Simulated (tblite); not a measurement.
Compound: CH13NOSi4.
SMILES with atom numbers: `[CH3:1][SiH2:2][Si@:3]([OH:4])([SiH3:5])[SiH2:6][NH2:7]` (hydrogens: H8, H9, H10 on C1; H11, H12 on Si2; H13 on O4; H14, H15, H16 on Si5; H17, H18 on Si6; H19, H20 on N7)

The geometry is computed with GFN2-xTB (gas phase).

(1) List the bond lengths, angles and torsions at this level.

## Answers

(1) 
| bond | length (pm) | order |
| --- | --- | --- |
| C1–Si2 | 190.5 | single |
| Si2–Si3 | 235.0 | single |
| Si3–O4 | 165.7 | single |
| Si3–Si5 | 233.6 | single |
| Si3–Si6 | 231.9 | single |
| Si6–N7 | 173.1 | single |
| C1–H8, C1–H9, C1–H10 | 108.7 | single |
| Si2–H11 | 147.6 | single |
| Si2–H12 | 147.3 | single |
| O4–H13 | 95.3 | single |
| Si5–H14 | 147.3 | single |
| Si5–H15, Si5–H16 | 146.6 | single |
| Si6–H17 | 146.9 | single |
| Si6–H18 | 148.1 | single |
| N7–H19, N7–H20 | 100.7 | single |

Bonds in one row agree within 1 pm and their mean is given. Orders are formal, as drawn. A selection of angles:
| angle | degrees |
| --- | --- |
| Si2–C1–H8 | 110.9 |
| H8–C1–H9 | 107.3 |
| C1–Si2–Si3 | 110.0 |
| C1–Si2–H11 | 106.2 |
| C1–Si2–H12 | 106.8 |
| Si3–Si2–H11 | 116.2 |
| Si3–Si2–H12 | 111.9 |
| H11–Si2–H12 | 105.2 |
| Si2–Si3–O4 | 108.4 |
| Si2–Si3–Si5 | 111.8 |
| Si2–Si3–Si6 | 113.0 |
| O4–Si3–Si5 | 107.6 |
| O4–Si3–Si6 | 98.6 |
| Si5–Si3–Si6 | 116.3 |
| Si3–O4–H13 | 123.0 |
| Si3–Si5–H14 | 113.0 |
| Si3–Si5–H15 | 114.7 |
| Si3–Si5–H16 | 111.7 |
| H14–Si5–H15 | 104.2 |
| H14–Si5–H16 | 106.0 |
| H15–Si5–H16 | 106.6 |
| Si3–Si6–N7 | 102.2 |
| Si3–Si6–H17 | 117.9 |
| Si3–Si6–H18 | 115.7 |
| N7–Si6–H17 | 102.9 |
| N7–Si6–H18 | 113.2 |
| H17–Si6–H18 | 104.5 |
| Si6–N7–H19 | 119.3 |
| Si6–N7–H20 | 118.1 |
| H19–N7–H20 | 108.9 |

Torsions: C1–Si2–Si3–O4 -67° (synclinal); Si2–Si3–Si6–N7 64° (synclinal); H13–O4–Si3–Si2 -64° (synclinal).

Si5 (SiH3 silicon) is distorted tetrahedral (angles from 104.2° to 114.7°). Si3 (oxygen-bound silicon) is distorted tetrahedral (angles from 98.6° to 116.3°). N7 (silicon-bound nitrogen) is pyramidal (angles 119.3°, 118.1° and 108.9°, sum 346.3°, 0.25 Å off the plane of its three neighbours). Si2 (SiH2 silicon) is distorted tetrahedral (angles from 105.2° to 116.2°). Si6 (SiH2 silicon) is distorted tetrahedral (angles from 102.2° to 117.9°). The 3 Si–Si bonds span 2.319 Å (Si3–Si6, drawn single) to 2.350 Å (Si2–Si3, drawn single), a spread of 0.031 Å.

Point group: C1 (no symmetry element, even within 0.4 Å). Its GFN2-xTB frequencies are all real (lowest 18 cm⁻¹). One conformer, not necessarily the lowest (C1–Si2–Si3–O4 -67°, Si2–Si3–O4–H -64°, Si2–Si3–Si6–N7 64°, Si3–Si6–N7–H -52° and 172°).

The run took 4.1 s of wall time on one thread, Arm Neoverse N1 (aarch64), on a shared host. This is the geometry optimisation.
